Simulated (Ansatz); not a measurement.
**Loss of H2O: C2H5OSi → C2H3Si + H2O**

Species: C2H5OSi `[H]/[C]=C/[SiH2]O`, doublet; C2H3Si `C#C[SiH2]`, doublet; H2O (water) `O`, singlet. 

Shapes, held fixed at every level: PBE0-D4/def2-TZVP. Flexible molecules stand in one conformer, not always the lowest. Programs: Ansatz 0.2.0. The zero-point and thermal change to 298 K, harmonic and unscaled (PBE0-D4/def2-TZVP), is -5.5 kJ/mol.

**Question.** Estimate ΔH(298 K) of this reaction.

**Answer.** B2PLYP/def2-TZVPP gives ΔH(298 K) = +148.1 kJ/mol; the levels span +148.1 to +177.4. The median of the levels is +170.1. No measured value is set beside it here. Spin contamination: C2H5OSi (⟨S²⟩ up to 0.92), C2H3Si (⟨S²⟩ up to 0.85). Open shells run unrestricted unless RO is named. Times are processor times on shared x86 and Arm servers, and rough.

| level | kind | ΔH(298 K) (kJ/mol) | CPU time (sum over the molecules) |
| --- | --- | --- | --- |
| HF/def2-TZVPP | Hartree–Fock | +175.8 | – |
| SPW92/def2-TZVPP | LDA | +175.6 | 7.5 s |
| r2SCAN-D4/def2-TZVPP | meta-GGA | +168.3 | 28 s |
| B3LYP-D4/def2-TZVPP | global hybrid | +156.3 | 19 s |
| r2SCAN0-D4/def2-TZVPP | global hybrid | +177.4 | 26 s |
| wB97M-V/def2-TZVPP | range-separated hybrid | +163.8 | 51 s |
| wB97X-V/def2-TZVPP | range-separated hybrid | +171.9 | 39 s |
| B2PLYP/def2-TZVPP | double hybrid | +148.1 | 25 s |
